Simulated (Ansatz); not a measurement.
System: SiBr, charge 0, doublet. SiBr (SMILES [Si]Br, doublet).
B3LYP-D3(BJ)/def2-TZVP minimum from Ansatz (a quantum-chemistry and plane-wave program):
```xyz
2

Si     0.0000     0.0000    -1.6088
Br     0.0000     0.0000     0.6435
```
Charge 0, spin multiplicity 2.

Total energies in def2-QZVPP, 11 correlated electrons, 19 frozen orbitals. UHF or UKS for unpaired electrons; spin-orbit terms are left out. Cores are frozen in correlated methods (noble-gas shells, and filled d and f shells in the p block). No relativity. Spin-orbit terms, left out, reach several kcal/mol for Br and I, and more for heavier atoms.

```
method    program  energy (Eh)  minus CCSDT(Q) (mEh)
--------  -------  -----------  --------------------
HF         Ansatz  -2861.40156                299.68
MP2        Ansatz  -2861.65867                 42.57
CCSD       Ansatz  -2861.68533                 15.91
CCSD(T)    Ansatz  -2861.69939                  1.85
CCSDT(Q)   Ansatz  -2861.70124                  0.00
```

Rough core times of Ansatz's runs on a shared machine: CCSD(T) 30 s, CCSDT(Q) 40 min.
